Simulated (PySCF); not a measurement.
## Electron correlation in Ta³⁺ (tantalum, charge +3)

[Xe] 4f14 5d2, high-spin 3F determinant. All numbers are calculated (PySCF 2.14, a scalar-relativistic core potential, in def2-TZVPPD with the def2 core potential (60 electrons)). Frozen: 5s2 5p6; 2 electrons correlated.

With two correlated electrons CCSD is exact within the correlated space (frozen core and kept virtual orbitals).

| level | correlation energy (mhartree) |
| --- | --- |
| CCSD | -3.98 |

Diagnostics: T1 = 0.00081, D1 = 0.0011, largest double amplitude 0.011.

Spin-orbit coupling, absent here, splits the open shell strongly.

Cost of the coupled-cluster step: about 1.1 core-seconds, for 2 correlated electrons.

Iterations:

```
CC2 = 0
CCSD nocc = (np.int64(2), np.int64(0)), nmo = (55, 55)
frozen orbitals [[0, 1, 2, 3], [0, 1, 2, 3]]
max_cycle = 100
direct = 0
conv_tol = 1e-08
conv_tol_normt = 1e-06
diis_space = 8
diis_start_cycle = 0
Init t2, MP2 energy = -0.00308315799944368
Init E_corr(UCCSD) = -0.00308315799985535
cycle = 1  E_corr(UCCSD) = -0.00376596723303494  dE = -0.000682809233  norm(t1,t2) = 0.00733119
cycle = 2  E_corr(UCCSD) = -0.0039255693340155  dE = -0.000159602101  norm(t1,t2) = 0.00189791
cycle = 3  E_corr(UCCSD) = -0.00397905304546342  dE = -5.34837114e-05  norm(t1,t2) = 0.000523978
cycle = 4  E_corr(UCCSD) = -0.00397816458479259  dE = 8.88460671e-07  norm(t1,t2) = 3.40441e-05
cycle = 5  E_corr(UCCSD) = -0.00397818045736298  dE = -1.58725704e-08  norm(t1,t2) = 2.21959e-06
cycle = 6  E_corr(UCCSD) = -0.00397818118542326  dE = -7.2806028e-10  norm(t1,t2) = 2.19473e-07
UCCSD converged
E(UCCSD) = -54.71960265699711  E_corr = -0.003978181185423264
```
